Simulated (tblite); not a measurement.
Compound: C5H11OPS.
Structure used (GFN2-xTB), in Å, numbered top down from 1:
```xyz
19
C5H11OPS angstrom
C      2.3226   -0.8847    0.1905
P      0.7827   -0.2159   -0.5555
S      0.8185    0.0237   -2.4781
C      0.3919    1.3083    0.4106
C     -1.0757    1.6438    0.1356
O     -1.9556    0.6458    0.5921
C     -1.8857   -0.5449   -0.1536
C     -0.5744   -1.3031    0.0660
H      2.5299   -1.8507   -0.2684
H      2.2347   -0.9947    1.2688
H      3.1387   -0.2046   -0.0510
H      1.0346    2.1230    0.0700
H      0.5493    1.1342    1.4764
H     -1.2105    1.8023   -0.9460
H     -1.3650    2.5551    0.6654
H     -2.7362   -1.1478    0.1758
H     -1.9977   -0.3267   -1.2275
H     -0.4335   -1.5200    1.1264
H     -0.5783   -2.2342   -0.5051
```

Calculated harmonic vibrations of the isolated species, GFN2-xTB (tblite), most abundant isotopes, no scaling. This tight-binding method is rough: wavenumbers can miss measured ones by several per cent, in bad cases by 10 to 20. One conformer, not necessarily the lowest.

Harmonic wavenumbers (cm⁻¹): 99.9, 129.8, 144.8, 182.3, 204.7, 241.8, 247.2, 329.5, 396.1, 397.3, 538.5, 588.2, 678.3, 729.4, 763.1, 767.1, 823.6, 847.0, 870.3, 918.6, 939.1, 967.9, 1003.4, 1036.8, 1083.0, 1126.6, 1127.4, 1171.1, 1219.5, 1251.8, 1287.0, 1304.2, 1327.9, 1340.0, 1398.7, 1405.3, 1412.1, 1428.3, 1450.8, 1458.2, 2862.6, 2863.9, 2960.3, 2961.8, 2963.5, 2967.2, 2968.9, 2970.0, 2998.9, 3000.8, 3013.8.

A = 2052, B = 1165, C = 1088 MHz; mass 150.027 u (most abundant isotopes); point group Cs, symmetry number 1.

Task: Zero-point energy?

Result: ½Σν̃ = 33584 cm⁻¹ = 96.02 kcal/mol.

Task: Give the ideal-gas entropy at 500 K and 1 bar in the rigid-rotor, harmonic-oscillator model (classical rotation).

Result: Translation 43.52, rotation 30.74, vibration 43.84: S = 118.1 cal/(mol K).

Task: And Cp and H(500 K) − H(0)?

Result: Cp = 56.31 cal/(mol K), of which vibrations give 48.36 (their classical limit is 51 R = 101.3); H(500 K) − H(0) = 16.03 kcal/mol without the zero-point energy, 12.06 from vibrations.

Task: Blend soft modes into free rotors: weight 1/[1 + (100 cm⁻¹/ν̃)⁴] for the oscillator and the rest for a rotor with moment μB/(μ + B), μ = h/(8π²ν), B = 10⁻⁴⁴ kg m². What vibrational entropy results?

Result: 42.85 cal/(mol K) in place of 43.84, which changes −T·S at 500 K by +0.49 kcal/mol.

Task: What must be added to the electronic energy to get the Gibbs energy at 500 K and 1 bar?

Result: ZPE + [H(500 K) − H(0)] − T·S = 96.02 + 16.03 − 59.05 = 53.00 kcal/mol.

Task: Which modes carry the vibrational entropy at 500 K?

Result: 99.9 cm⁻¹: 4.47; 129.8 cm⁻¹: 3.96; 144.8 cm⁻¹: 3.74; 182.3 cm⁻¹: 3.29; 204.7 cm⁻¹: 3.07; 241.8 cm⁻¹: 2.75 cal/(mol K); the other 45 give 22.56 together.

Hindered rotation and anharmonicity are outside this model. Other conformers, if any are populated, would add a mixing term that is left out.
